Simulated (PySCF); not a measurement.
Ga(H)2(Et) (C2H7Ga), SMILES C[CH2][GaH2]. Geometry: B3LYP-D3(BJ)/def2-SVP. The structure was generated by enumeration; whether it is a known compound was not checked.

Give the equilibrium geometry at B3LYP-D3(BJ)/def2-SVP (PySCF confirms it by a frequency run) as a Z-matrix, and its point group. (An estimate is asked for; the answer gives what the named calculation found.)

point group Cs.
```
C
H 1 1.1062
H 1 1.1062 2 104.49
C 1 1.5320 2 111.00 3 -119.70
H 4 1.1025 1 111.72 2 178.15
H 4 1.1025 5 106.70 1 -122.36
H 4 1.1038 5 107.14 6 -114.49
Ga 1 1.9881 2 106.64 3 112.71
H 8 1.5800 1 120.06 2 -55.61
H 8 1.5810 9 119.19 1 180.00
```
Charge 0, spin multiplicity 1.
